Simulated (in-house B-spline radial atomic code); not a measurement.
BP86 excitations of Ce4+

Method: BP86. Computed with a B-spline radial code for spherical atoms: linear response of the closed shell [Kr] 4d10 5s2 5p6 with the functional's adiabatic kernel; scalar-relativistic (spin-free one-electron X2C), finite nucleus, no spin-orbit coupling, no double excitations, S, P, D and F terms only; shells from n = 3 respond. Only terms of natural parity with L up to 3 were computed.

Spin-orbit coupling is strong here, so these LS terms don't match observed levels.

Command:
```bash
python run_td.py task.json out
```
Settings (radii: box in bohr, nucleus in fm):
```
Z                        58
electrons                54
configuration            [Kr] 4d10 5s2 5p6
hamiltonian              x2c
method                   b88,p86
box_radius               19.1
rms_radius               4.8771
intervals                71
```

Cost of the run: 3.9 s on 1 thread of Arm Neoverse N1, with other jobs on the host.

The lowest states, in the order of their Tamm-Dancoff energies; the method's threshold (minus the highest occupied level) is 60.16 eV. Labels give the largest channel, * marks a mixed state, and oscillator strengths are full-response dipole values. Semilocal kernels can invert the small singlet-triplet splittings of Rydberg terms. Energies in eV:

```json
{"state": "5p → 4f 3D", "full response": "?", "Tamm-Dancoff": "?", "oscillator strength": "-"}
{"state": "5p → 4f 1D", "full response": "14.068", "Tamm-Dancoff": "14.208", "oscillator strength": "-"}
{"state": "5p → 5d 3P", "full response": "?", "Tamm-Dancoff": "?", "oscillator strength": "-"}
{"state": "5p → 5d 3F", "full response": "23.348", "Tamm-Dancoff": "23.436", "oscillator strength": "-"}
{"state": "5p → 5d 1F", "full response": "25.102", "Tamm-Dancoff": "25.128", "oscillator strength": "-"}
{"state": "5p → 6s 3P", "full response": "30.75", "Tamm-Dancoff": "30.76", "oscillator strength": "-"}
{"state": "5s → 4f 3F", "full response": "30.87", "Tamm-Dancoff": "30.90", "oscillator strength": "-"}
```

(1) Where does 5p → 5d 3P lie?

(2) Where does 5p → 4f 3D lie?

(3) How large is the singlet-triplet splitting of 5p → 4f (D terms) in Tamm-Dancoff?

(4) What polarisabilities and dispersion coefficient does the method give?

Answers

(1) At 23.141 eV in full response, 23.206 eV in Tamm-Dancoff.

(2) At 11.885 eV in full response, 11.945 eV in Tamm-Dancoff.

(3) 2.26 eV, from the unrounded values.

(4) Dipole 5.829 bohr³, quadrupole 19.08 bohr⁵, C6 32.92 hartree·bohr⁶ for two such species.
